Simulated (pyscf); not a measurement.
# HO–SiH₂–O–PH₂ (SMILES O[SiH2]OP), singlet

Gas-phase minimum from PySCF at ωB97X-D3(BJ)/def2-SVP, one conformer. 

SMILES: O[SiH2]OP
```xyz
9

O     -1.6428     0.6310    -2.4948
Si    -1.0399    -0.6770    -1.6859
O     -0.1235    -0.1628    -0.3899
P      0.6245    -1.0884     0.7701
H     -1.0121     1.2518    -2.8733
H     -2.2067    -1.4574    -1.2051
H     -0.1539    -1.5087    -2.5526
H      1.2354    -2.0869    -0.0617
H     -0.4507    -1.9760     1.1110
```
Charge 0, spin multiplicity 1.

Bonded distances (Å): O1–Si2 1.652, O1–H5 0.963, Si2–O3 1.668, Si2–H6 1.484, Si2–H7 1.493, O3–P4 1.662, P4–H8 1.436, P4–H9 1.435. Angles (°): Si2–O1–H5 117.6, O1–Si2–O3 109.7, O1–Si2–H6 106.7, O1–Si2–H7 111.9, O3–Si2–H6 110.0, O3–Si2–H7 107.3, H6–Si2–H7 111.2, Si2–O3–P4 128.2, O3–P4–H8 100.0, O3–P4–H9 100.0, H8–P4–H9 91.5.

Properties at ωB97X-D3(BJ)/def2-SVP:

| Item | Result |
|---|---|
| Harmonic wavenumbers, unscaled | 47, 128, 141, 216, 316, 655, 689, 751, 837, 914, 950, 962, 977, 1013, 1026, 1143, 2247, 2298, 2369, 2376, 3938 cm⁻¹ |
| Zero-point energy | 34.3 kcal/mol |
| Rotational symmetry number | 1 |
| Entropy of this conformer at 298 K and 1 atm, rigid rotor and harmonic oscillator, modes under 100 cm⁻¹ raised to 100 | 334.1 J/(mol K) |
| Dipole moment | 1.34 D |

Single-point totals, which compare only within one level (frozen core for MP2 and CC):

| level | total energy (hartree) |
|---|---|
| ωB97X-D3(BJ)/def2-TZVP | -784.55096 |
| PBE/def2-TZVP | -784.00256 |
| r²SCAN/def2-TZVP | -784.35267 |
| B3LYP-D3(BJ)/def2-TZVP | -784.53890 |
| PBE0-D3(BJ)/def2-TZVP | -784.06872 |
| M06-2X/def2-TZVP | -784.38300 |
| ωB97M-D3(BJ)/def2-TZVP | -784.60170 |
| HF/def2-TZVPP | -782.50586 |
| MP2/def2-TZVPP | -783.25901 |
| CCSD/def2-TZVPP | -783.29641 |
| CCSD(T)/def2-TZVPP | -783.32508 |

The lowest mode is so soft that the shape along it may change with the basis. Soft torsions are taken as harmonic, which can shift the entropy by several J/(mol K). The CCSD(T) − MP2 part came from Ansatz, without density fitting, on the same reference.
